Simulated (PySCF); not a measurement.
Mg(Cl)(SiMe3), SMILES C[Si](C)(C)[Mg][Cl] (C3H9ClMgSi), GFN2-xTB optimised geometry.

```
15

Mg    -1.04    -0.10     0.00
Cl    -3.20    -0.05    -0.01
Si     1.44    -0.10     0.00
C      2.10     1.63    -0.49
C      2.11    -1.39    -1.25
C      2.11    -0.53     1.74
H      3.19     1.66    -0.50
H      1.76     1.91    -1.49
H      1.76     2.39     0.20
H      1.77    -1.17    -2.26
H      1.78    -2.39    -0.99
H      3.20    -1.40    -1.27
H      1.78    -1.52     2.05
H      1.77     0.18     2.48
H      3.20    -0.53     1.77
```

Density from PBE0/def2-TZVP (PySCF 2.14.0) at that geometry.

Minimum of the electron density along straight lines between bonded atoms, close to the bond critical point (lines longer than 1.1 times the sum of covalent radii, or with two minima, are not listed):

```csv
bond,length / Å,ρ at the minimum / e bohr⁻³,∇²ρ there / e bohr⁻⁵,position (fraction from the first atom)
Mg1–Cl2,2.163,___,___,0.40
Mg1–Si3,2.480,___,0.10,0.37
Si3–C4,1.916,0.112,0.15,0.39
Si3–C5,1.916,0.112,0.15,0.39
Si3–C6,1.916,0.112,0.15,0.39
C4–H7,1.088,0.273,-0.91,0.64
C4–H8,1.088,0.273,-0.91,0.64
C4–H9,1.088,0.273,-0.91,0.64
C5–H10,1.088,0.273,-0.91,0.64
C5–H11,1.088,0.273,-0.91,0.64
C5–H12,1.088,0.273,-0.91,0.64
C6–H13,1.088,0.273,-0.91,0.64
C6–H14,1.088,0.273,-0.91,0.64
C6–H15,1.088,0.273,-0.91,0.64
```

### Question
Some entries are withheld; supply them.

### Answer

- Mg1–Cl2, ρ at the minimum / e bohr⁻³: 0.056
- Mg1–Cl2, ∇²ρ there / e bohr⁻⁵: 0.33
- Mg1–Si3, ρ at the minimum / e bohr⁻³: 0.048
